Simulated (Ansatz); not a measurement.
`[CH3][Hf]12345678([F])([C@H]9[C@@H]1[C@@H]2[C@@H]3[C@H]94)[C@H]1[C@@H]5[C@@H]6[C@@H]7[C@H]18` and `[OH][Hf]12345678([F])([C@H]9[C@@H]1[C@@H]2[C@@H]3[C@H]94)[C@H]1[C@@H]5[C@@H]6[C@@H]7[C@H]18` differ in one atom or group.

Ansatz, PBE0-D4/def2-TZVP geometries, multiplicity 1. Each molecule was computed in one conformer, which needn't be the lowest.

Elements past krypton have def2 core potentials.

```csv
property,`[CH3][Hf]12345678([F])([C@H]9[C@@H]1[C@@H]2[C@@H]3[C@H]94)[C@H]1[C@@H]5[C@@H]6[C@@H]7[C@H]18`
LUMO energy (PBE0/def2-TZVPP) / eV,-0.67
HOMO energy (PBE/def2-TZVPP) / eV,-5.87
HOMO–LUMO gap (ωB97M-V/def2-TZVPP) / eV,10.24
HOMO–LUMO gap (B3LYP/def2-TZVPP) / eV,5.78
HOMO energy (ωB97M-V/def2-TZVPP) / eV,-8.93
LUMO energy (B3LYP/def2-TZVPP) / eV,-0.88
```

**Question.** Give the same properties after the change, and the shifts. (An estimate is asked.)

**Answer.** The calculation gave: 
```csv
property,`[OH][Hf]12345678([F])([C@H]9[C@@H]1[C@@H]2[C@@H]3[C@H]94)[C@H]1[C@@H]5[C@@H]6[C@@H]7[C@H]18`,shift
LUMO energy (PBE0/def2-TZVPP) / eV,-0.32,0.35
HOMO energy (PBE/def2-TZVPP) / eV,-5.75,0.12
HOMO–LUMO gap (ωB97M-V/def2-TZVPP) / eV,10.20,-0.04
HOMO–LUMO gap (B3LYP/def2-TZVPP) / eV,6.01,0.23
HOMO energy (ωB97M-V/def2-TZVPP) / eV,-8.80,0.13
LUMO energy (B3LYP/def2-TZVPP) / eV,-0.53,0.35
```

With PBE0 the HOMO rises by 0.12 eV and the LUMO rises by 0.35 eV, so the gap widens by about 0.23 eV. PBE moves the HOMO by 0.12 eV and ωB97M-V by 0.13 eV.

B3LYP here is the variant with VWN-RPA as its local correlation; programs differ in this.

Positive LUMOs are unbound, so they and the gaps depend on the basis.
